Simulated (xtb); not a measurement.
C2HCl3, triplet, geometry from GFN2-xTB (a higher spin typed on purpose: for a closed-shell molecule this is an excited state); GFN2-xTB (xtb 6.7.1).

Input for xtb:
```
$ xtb mol.xyz --gfn 2 --uhf 2 --hess --json

# file mol.xyz
6

Cl     2.09141099     0.25449089     0.59949348
C      1.01747801    -0.42814838    -0.55146569
C     -0.38233112    -0.26504350    -0.44338425
Cl    -1.12195689     1.23301851    -0.87628124
Cl    -1.28150018    -1.18533211     0.70691994
H      1.49390213    -0.97786253    -1.34314731
```

Output, abridged:

```
   ID    Z sym.   atoms
    1   17 Cl     1, 4, 5
    2    6 C      2, 3
    3    1 H      6

           -------------------------------------------------
          |                Calculation Setup                |
           -------------------------------------------------

           -------------------------------------------------
          |                 G F N 2 - x T B                 |
           -------------------------------------------------

          ...................................................
          :                      SETUP                      :
          :.................................................:
          :  # basis functions                  39          :
          :  # atomic orbitals                  36          :
          :  # shells                           14          :
          :  # electrons                        30          :
          :  max. iterations                   250          :
          :  Hamiltonian                  GFN2-xTB          :
          :  restarted?                      false          :
          :  GBSA solvation                  false          :
          :  PC potential                    false          :
          :  electronic temp.          300.0000000     K    :
          :  accuracy                    1.0000000          :
          :  -> integral cutoff          0.2500000E+02      :
          :  -> integral neglect         0.1000000E-07      :
          :  -> SCF convergence          0.1000000E-05 Eh   :
          :  -> wf. convergence          0.1000000E-03 e    :
          :  Broyden damping             0.4000000          :
          :  net charge                          0          :
          :  unpaired electrons                  2          :
          ...................................................

 iter      E             dE          RMSdq      gap      omega  full diag
   1    -18.3603745 -0.183604E+02  0.403E+00    4.11       0.0  T
   2    -18.3677739 -0.739941E-02  0.225E+00    4.38       1.0  T
   3    -18.3673036  0.470271E-03  0.140E+00    4.17       1.0  T
   4    -18.3714093 -0.410562E-02  0.117E-01    4.28       1.0  T
   5    -18.3714159 -0.662952E-05  0.465E-02    4.28       1.0  T
   6    -18.3714188 -0.289063E-05  0.263E-02    4.28       1.6  T
   7    -18.3714196 -0.813865E-06  0.165E-02    4.28       2.5  T
   8    -18.3714199 -0.335839E-06  0.987E-03    4.28       4.1  T
   9    -18.3714203 -0.339012E-06  0.403E-03    4.28      10.1  T
  10    -18.3714203 -0.360922E-07  0.251E-03    4.28      16.3  T
  11    -18.3714203 -0.193106E-07  0.950E-04    4.28      43.0  T
  12    -18.3714203 -0.423789E-08  0.239E-04    4.28     170.7  T

   *** convergence criteria satisfied after 12 iterations ***

 transition dipole moment (au) for excitation:          15          16
     X       Y       Z
   0.0013   0.0190  -0.0125  total (au/Debye):    0.023   0.058
 dE (eV)             :    0.210
 oscillator strength :  0.37704E-05

         :::::::::::::::::::::::::::::::::::::::::::::::::::::
         ::                     SUMMARY                     ::
         :::::::::::::::::::::::::::::::::::::::::::::::::::::
         :: total energy             -18.305906090770 Eh    ::
         :: gradient norm              0.000027843096 Eh/a0 ::
         :: HOMO-LUMO gap              4.284033900659 eV    ::
         ::.................................................::
         :: SCC energy               -18.371418278884 Eh    ::
         :: -> isotropic ES            0.004081608890 Eh    ::
         :: -> anisotropic ES         -0.000015068490 Eh    ::
         :: -> anisotropic XC          0.002730732530 Eh    ::
         :: -> dispersion             -0.005535108769 Eh    ::
         :: repulsion energy           0.065512188114 Eh    ::
         :: add. restraining           0.000000000000 Eh    ::
         :: total charge              -0.000000000000 e     ::
         :::::::::::::::::::::::::::::::::::::::::::::::::::::

[...]
   9: 14.81  10:  4.03  11: 16.92  12: 10.22  13:  0.22  14: 27.08  15:  6.63  16: 32.64
  17:  5.20  18:  5.62
 Raman intensities (Ä⁴*amu⁻¹)
   1:  0.00   2:  0.00   3:  0.00   4:  0.00   5:  0.00   6:  0.00   7:  0.00   8:  0.00
   9:  0.00  10:  0.00  11:  0.00  12:  0.00  13:  0.00  14:  0.00  15:  0.00  16:  0.00
  17:  0.00  18:  0.00
 output can be read by thermo (or use thermo option).
 writing <g98.out> molden fake output.
 recommended (thermochemical) frequency scaling factor: 1.0
           -------------------------------------------------
          |             Thermodynamic Functions             |
           -------------------------------------------------

cs  symmetry found (for desy threshold:  0.10E+00) used in thermo

          ...................................................
          :                      SETUP                      :
          :.................................................:
          :  # frequencies                          12      :
          :  # imaginary freq.                       0      :
          :  linear?                             false      :
          :  only rotor calc.                    false      :
          :  symmetry                               cs      :
          :  rotational number                       1      :
          :  scaling factor                  1.0000000      :
          :  rotor cutoff                   50.0000000 cm⁻¹ :
          :  imag. cutoff                  -20.0000000 cm⁻¹ :
          :.................................................:

    mode    ω/cm⁻¹     T·S(HO)/kcal·mol⁻¹    T·S(FR)/kcal·mol⁻¹   T·S(vib)
   ------------------------------------------------------------------------
       1     92.11    -1.07774 ( 92.01%)    -0.87538 (  7.99%)    -1.06157
       2    113.15    -0.95832 ( 96.33%)    -0.81448 (  3.67%)    -0.95304
       3    178.27    -0.69959 ( 99.38%)    -0.67985 (  0.62%)    -0.69947
       4    255.38    -0.50481 ( 99.85%)    -0.57340 (  0.15%)    -0.50491
   ------------------------------------------------------------------------

   temp. (K)  partition function   enthalpy   heat capacity  entropy
                                   cal/mol     cal/K/mol   cal/K/mol   J/K/mol
 298.15  VIB   26.8                 2283.802     13.617     14.126
         ROT  0.356E+06              888.752      2.981     28.385
         INT  0.956E+07             3172.554     16.598     42.510
         TR   0.146E+28             1481.254      4.968     40.513
         TOT                        4653.8081    21.5661    83.0236   347.3708

       T/K    H(0)-H(T)+PV         H(T)/Eh          T*S/Eh         G(T)/Eh
   ------------------------------------------------------------------------
    298.15    0.741632E-02    0.274493E-01    0.394472E-01   -0.119979E-01
   ------------------------------------------------------------------------

         :::::::::::::::::::::::::::::::::::::::::::::::::::::
         ::                  THERMODYNAMIC                  ::
         :::::::::::::::::::::::::::::::::::::::::::::::::::::
         :: total free energy         -18.317903990333 Eh   ::
         ::.................................................::
         :: total energy              -18.305906090887 Eh   ::
         :: zero point energy           0.020032981168 Eh   ::
         :: G(RRHO) w/o ZPVE           -0.032030880614 Eh   ::
         :: G(RRHO) contrib.           -0.011997899446 Eh   ::
         :::::::::::::::::::::::::::::::::::::::::::::::::::::

           -------------------------------------------------
          | TOTAL ENERGY              -18.305906090887 Eh   |
          | TOTAL ENTHALPY            -18.278456794497 Eh   |
          | TOTAL FREE ENERGY         -18.317903990333 Eh   |
          | GRADIENT NORM               0.000029071235 Eh/α |
          | HOMO-LUMO GAP               4.284057088076 eV   |
           -------------------------------------------------

normal termination of xtb
```
